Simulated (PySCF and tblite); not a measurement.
The numbers below are computed, except where a source is named.
Stationary points of [SnCl5]- (charge -1) at PBE0-D3(BJ)/def2-SVP, in Å:

Structure A

```
 1 Sn    0.004    0.000   -0.004
 2 Cl   -0.011    0.002    2.418
 3 Cl    0.042   -0.001   -2.425
 4 Cl    2.394    0.012    0.022
 5 Cl   -1.222    2.051   -0.018
 6 Cl   -1.204   -2.062   -0.015
```

Structure B

```
 1 Sn    0.024   -0.042    0.000
 2 Cl    0.267   -0.492    2.359
 3 Cl    0.315   -0.494   -2.352
 4 Cl    2.321    0.697    0.023
 5 Cl   -1.171    2.002   -0.012
 6 Cl   -1.756   -1.671   -0.018
```

Level: PBE/pcSseg-1 (def2-TZVP on Sn) + D3(BJ) on PBE0-D3(BJ)/def2-SVP stationary points, with GFN2-xTB thermal terms.

Q: Which structure is a saddle point, and along which motion?

A: B: one imaginary mode (28i cm⁻¹ at GFN2-xTB, mostly on Cl4, Cl6, Cl2), along the Berry pseudorotation at Sn1 with Cl5 as pivot.

Q: Give their symmetry and energies above the lowest.

A: A D3h, 0.0 kcal/mol; B C4v, 1.6 kcal/mol.

Atoms heavier than Kr carry effective core potentials. The ion is treated without a counter-ion. Spin–orbit effects of heavy atoms on shieldings are missing.
